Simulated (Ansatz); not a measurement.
Reaction (silylene formation by 1,1-elimination): `BS[SiH2][SiH2]C` → `BS[SiH3]` + `C[SiH]`

Program: Ansatz. Geometries: PBE0-D4/def2-TZVP. ΔE: electronic, gas phase. CCSD(T)/CBS adds triple-zeta CCSD(T) − MP2 to the extrapolated MP2 energy (def2 sets, frozen cores). This one scheme is used for every species. DFT in def2-TZVPP. Each species was taken in one conformer, which may not be the lowest.

```csv
species,r2SCAN energy (Eh)
`BS[SiH2][SiH2]C`,-1045.51701
`BS[SiH3]`,-715.51982
`C[SiH]`,-329.89984
```

Work out ΔE.

ΔE = (-715.51982) + (-329.89984) − (-1045.51701) = 0.09735 Eh = +255.6 kJ/mol. CCSD(T)/CBS gives +238.7 kJ/mol.

Largest T1 diagnostic among the species: 0.014.

The D4 term adds +19.5 kJ/mol with B3LYP and +11.3 kJ/mol with PBE0; it sums over pairs of atoms, weighted by their polarisabilities, and B3LYP, whose exchange is more repulsive, gets the larger term. From PBE to PBE0 (25 % exact exchange), in def2-TZVPP and without D4, ΔE moves by +7.8 kJ/mol. In def2-TZVPP, CCSD(T) changes the Hartree–Fock value by +24.0 kJ/mol (the triples alone add +5.6 kJ/mol) and MP2 by +38.5 kJ/mol.

B3LYP here is the variant with VWN-RPA as its local correlation; programs differ in this.
